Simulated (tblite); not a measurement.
Parent: `[CH3:1][SiH2:2][O:3][C@@H:4]([CH3:5])[CH2:6][OH:7]` with C1–Si2–O3–C4 -175°, Si2–O3–C4–C5 -158°, O3–C4–C6–O7 59°, C4–C6–O7–H 59°, C4H12O2Si.

The geometries are computed with GFN2-xTB (gas phase). One conformer each, not checked by frequencies here.

```
coordinate of the parent    value
                  C1–Si2  1.893 Å
                  Si2–O3  1.626 Å
                   O3–C4  1.392 Å
                   C4–C5  1.526 Å
                   C4–C6  1.532 Å
                   C6–O7  1.402 Å
               C1–Si2–O3   101.1°
               Si2–O3–C4   129.9°
                O3–C4–C5   109.2°
                O3–C4–C6   111.1°
                C5–C4–C6   111.1°
                C4–C6–O7   111.8°
```

Task: How does the shared frame change in `[CH3:1][CH2:2][SiH2:3][O:4][C@H:5]([CH3:6])[CH2:7][OH:8]` with C1–C2–Si3–O4 55°, C2–Si3–O4–C5 -177°, Si3–O4–C5–C6 -92°, O4–C5–C7–O8 -60°, C5–C7–O8–H 50°, C5H14O2Si? Atoms pair as C1 = C2, Si2 = Si3, O3 = O4, C4 = C5, C5 = C6, C6 = C7, O7 = O8 (parent first).

Result: 
```csv
parent,relative,value in the relative,change
C1–Si2,C2–Si3,1.895 Å,+0.002
Si2–O3,Si3–O4,1.620 Å,-0.006
O3–C4,O4–C5,1.407 Å,+0.015
C4–C5,C5–C6,1.522 Å,-0.004
C4–C6,C5–C7,1.535 Å,+0.003
C6–O7,C7–O8,1.402 Å,0.000
C1–Si2–O3,C2–Si3–O4,103.0°,+1.9
Si2–O3–C4,Si3–O4–C5,129.2°,-0.7
O3–C4–C5,O4–C5–C6,110.4°,+1.2
O3–C4–C6,O4–C5–C7,106.6°,-4.5
C5–C4–C6,C6–C5–C7,112.1°,+1.0
C4–C6–O7,C5–C7–O8,111.3°,-0.5
```

Of the parent's bonds, O3–C4 changes most (+0.015 Å). Bonds of the relative outside the shared frame: C1–C2 1.525 Å. Point group C1 → C1.

Task: How does the shared frame change in `[CH3:1][C@H:2]([CH2:3][OH:4])[O:5][SiH2:6][CH2:7][F:8]` with C1–C2–C3–O4 -176°, C2–C3–O4–H -63°, C1–C2–O5–Si6 151°, C2–O5–Si6–C7 179°, O5–Si6–C7–F8 -179°, C4H11FO2Si? Atoms pair as C1 = C7, Si2 = Si6, O3 = O5, C4 = C2, C5 = C1, C6 = C3, O7 = O4 (parent first).

Result: 
```csv
parent,relative,value in the relative,change
C1–Si2,C7–Si6,1.913 Å,+0.020
Si2–O3,Si6–O5,1.624 Å,-0.002
O3–C4,O5–C2,1.396 Å,+0.004
C4–C5,C2–C1,1.525 Å,-0.001
C4–C6,C2–C3,1.531 Å,-0.001
C6–O7,C3–O4,1.402 Å,0.000
C1–Si2–O3,C7–Si6–O5,98.6°,-2.5
Si2–O3–C4,Si6–O5–C2,129.4°,-0.5
O3–C4–C5,O5–C2–C1,109.3°,+0.1
O3–C4–C6,O5–C2–C3,110.4°,-0.7
C5–C4–C6,C1–C2–C3,111.4°,+0.3
C4–C6–O7,C2–C3–O4,111.3°,-0.5
```

Of the parent's bonds, C1–Si2 changes most (+0.020 Å). Bonds of the relative outside the shared frame: C7–F8 1.383 Å. Point group C1 → C1.

Task: How does the shared frame change in `[CH3:1][C:2]#[C:3][CH2:4][SiH2:5][O:6][C@@H:7]([CH3:8])[CH2:9][OH:10]` with C3–C4–Si5–O6 59°, C4–Si5–O6–C7 -61°, Si5–O6–C7–C8 103°, O6–C7–C9–O10 -55°, C7–C9–O10–H 44°, C7H14O2Si? Atoms pair as C1 = C4, Si2 = Si5, O3 = O6, C4 = C7, C5 = C8, C6 = C9, O7 = O10 (parent first).

Result: 
| parent | relative | value in the relative | change |
| --- | --- | --- | --- |
| C1–Si2 | C4–Si5 | 1.916 Å | +0.023 |
| Si2–O3 | Si5–O6 | 1.620 Å | -0.006 |
| O3–C4 | O6–C7 | 1.410 Å | +0.018 |
| C4–C5 | C7–C8 | 1.524 Å | -0.002 |
| C4–C6 | C7–C9 | 1.537 Å | +0.005 |
| C6–O7 | C9–O10 | 1.401 Å | -0.001 |
| C1–Si2–O3 | C4–Si5–O6 | 112.9° | +11.8 |
| Si2–O3–C4 | Si5–O6–C7 | 130.8° | +0.9 |
| O3–C4–C5 | O6–C7–C8 | 109.8° | +0.6 |
| O3–C4–C6 | O6–C7–C9 | 106.2° | -4.9 |
| C5–C4–C6 | C8–C7–C9 | 111.6° | +0.5 |
| C4–C6–O7 | C7–C9–O10 | 111.2° | -0.6 |

Of the parent's bonds, C1–Si2 changes most (+0.023 Å). Bonds of the relative outside the shared frame: C1–C2 1.449, C2≡C3 1.199, C3–C4 1.446 Å. Point group C1 → C1.

Task: How does the shared frame change in `[CH3:1][C@H:2]([CH2:3][OH:4])[O:5][SiH2:6][CH2:7][C:8]#[N:9]` with C1–C2–C3–O4 -179°, C2–C3–O4–H 156°, C1–C2–O5–Si6 162°, C2–O5–Si6–C7 -91°, O5–Si6–C7–C8 72°, C5H11NO2Si? Atoms pair as C1 = C7, Si2 = Si6, O3 = O5, C4 = C2, C5 = C1, C6 = C3, O7 = O4 (parent first).

Result: 
```csv
parent,relative,value in the relative,change
C1–Si2,C7–Si6,1.940 Å,+0.047
Si2–O3,Si6–O5,1.612 Å,-0.014
O3–C4,O5–C2,1.398 Å,+0.006
C4–C5,C2–C1,1.523 Å,-0.003
C4–C6,C2–C3,1.529 Å,-0.003
C6–O7,C3–O4,1.405 Å,+0.003
C1–Si2–O3,C7–Si6–O5,113.6°,+12.5
Si2–O3–C4,Si6–O5–C2,132.2°,+2.3
O3–C4–C5,O5–C2–C1,109.1°,-0.1
O3–C4–C6,O5–C2–C3,110.3°,-0.8
C5–C4–C6,C1–C2–C3,111.7°,+0.6
C4–C6–O7,C2–C3–O4,107.1°,-4.7
```

Of the parent's bonds, C1–Si2 changes most (+0.047 Å). Bonds of the relative outside the shared frame: C7–C8 1.417, C8≡N9 1.148 Å. Point group C1 → C1.

Task: How does the shared frame change in `[CH3:1][C@@H:2]([CH2:3][OH:4])[O:5][SiH2:6][CH2:7][Cl:8]` with C1–C2–C3–O4 63°, C2–C3–O4–H 46°, C1–C2–O5–Si6 130°, C2–O5–Si6–C7 58°, O5–Si6–C7–Cl8 -63°, C4H11ClO2Si? Atoms pair as C1 = C7, Si2 = Si6, O3 = O5, C4 = C2, C5 = C1, C6 = C3, O7 = O4 (parent first).

Result: 
| parent | relative | value in the relative | change |
| --- | --- | --- | --- |
| C1–Si2 | C7–Si6 | 1.919 Å | +0.026 |
| Si2–O3 | Si6–O5 | 1.611 Å | -0.015 |
| O3–C4 | O5–C2 | 1.416 Å | +0.024 |
| C4–C5 | C2–C1 | 1.523 Å | -0.003 |
| C4–C6 | C2–C3 | 1.536 Å | +0.004 |
| C6–O7 | C3–O4 | 1.401 Å | -0.001 |
| C1–Si2–O3 | C7–Si6–O5 | 112.5° | +11.4 |
| Si2–O3–C4 | Si6–O5–C2 | 132.5° | +2.6 |
| O3–C4–C5 | O5–C2–C1 | 108.8° | -0.4 |
| O3–C4–C6 | O5–C2–C3 | 107.1° | -4.0 |
| C5–C4–C6 | C1–C2–C3 | 111.8° | +0.7 |
| C4–C6–O7 | C2–C3–O4 | 111.6° | -0.2 |

Of the parent's bonds, C1–Si2 changes most (+0.026 Å). Bonds of the relative outside the shared frame: C7–Cl8 1.791 Å. Point group C1 → C1.
